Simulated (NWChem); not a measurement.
System: GeSe, singlet; SMILES [Se]=[Ge]

The following NWChem deck was run.

```
start job
memory heap 200 mb stack 900 mb global 1100 mb
geometry units angstroms noautosym nocenter noautoz
  Ge     0.000000     0.000000    -1.102786
  Se     0.000000     0.000000     1.037551
end
basis spherical
  Ge library cc-pvtz
  Se library cc-pvtz
end
dft
  xc pbe0
  iterations 150
end
property
  efieldgrad
end
task dft property
```

Low-valent species are run as closed-shell singlets; no triplet was tried in these runs. Structure relaxed at the PBE0-D3(BJ)/def2-TZVP level.

Vzz is the largest principal value of the second derivative of the potential at the nucleus (NWChem prints the opposite sign); η is the asymmetry. Non-relativistic.

Atoms are numbered as in the input.

Predict the main results of this run. (PBE0/cc-pVTZ.) Quantities: Vzz Ge1 (a.u.); η Ge1; Vzz Se2 (a.u.); η Se2.


```yaml
Vzz Ge1 (a.u.): -3.616
"η Ge1": 0.00
Vzz Se2 (a.u.): -0.567
"η Se2": 0.00
```
